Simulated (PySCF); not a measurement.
Sn(H)4 cation (H4Sn), SMILES [SnH4] (connectivity only; charge and spin as stated), charge +1, multiplicity 2.

Geometry optimised at B3LYP-D3(BJ)/def2-TZVPD. The geometry has at least one imaginary mode, so it is a saddle point at that level. The spin state was assumed, not searched. The isomer is the one that the SMILES or the coordinates give; other isomers of the formula were not compared. The def2 effective core potentials stand for the cores of Sn; spin–orbit coupling is left out.

All values below come from B3LYP/def2-TZVPD (PySCF).

Isolated molecule, no solvent.

| Property | Value |
|---|---|
| total energy | -216.34928 hartree |
| point group | D2d |
| α spin, highest occupied and lowest empty level | -14.88 and -7.88 eV |
| β spin, highest occupied and lowest empty level | -15.72 and -12.48 eV |
| dipole moment about the centre of nuclear charge | 0.00 D |
| mean static polarisability | 43.1 bohr³ (6.39 Å³) |
| polarisability, principal values | 28.9, 50.3, 50.3 bohr³ |
| ⟨S²⟩ | 0.760 (pure state 0.75) |
